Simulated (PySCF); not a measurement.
Here is a job for PySCF.
```python
from pyscf import gto, scf, dft, tdscf

mol = gto.M(
    atom='''
N    -0.000889    0.002201    0.110024
H     0.015877    0.938466   -0.275490
H     0.812490   -0.488757   -0.240501
H    -0.822147   -0.465118   -0.254176
''',
    basis='aug-cc-pvdz',
    charge=0,
    spin=0,
    verbose=3,
)

mf = dft.RKS(mol)
mf.xc = 'pbe0'
mf.kernel()
td = mf.TDDFT()
td.nstates = 5
td.kernel()
td.analyze()
```

Problem. What does this run give for the nuclear repulsion energy, HOMO-LUMO gap?

Solution. 
| Item | Result |
|---|---|
| nuclear repulsion energy | 11.9448 Eh |
| HOMO-LUMO gap | 7.48 eV |

Problem. Roughly what does it cost on one core?

Solution. around 14 core-seconds (rough).
